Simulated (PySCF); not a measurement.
# Re⁺: excitation energy

Re⁺ [Xe] 4f14 5d5 6s1 (7S) → Re⁺ [Xe] 4f14 5d6 (5D), as a difference of total energies. Computed with PySCF 2.14 in ANO-RCC-VTZP (8s7p5d3f2g1h, 104 functions), with scalar relativity by spin-free X2C-1e. Correlated levels: valence: [Xe] 4f14 frozen. The calculations carry no spin-orbit coupling.

| method | excitation energy (cm⁻¹) |
| --- | --- |
| UHF | 27074 |
| PBE0 | 20421 |
| MP2 (valence) | 21943 |
| SCS-MP2 (valence) | 17399 |

A first-order spin-orbit estimate (lowest level to lowest level, LS coupling) adds -0.349 eV.
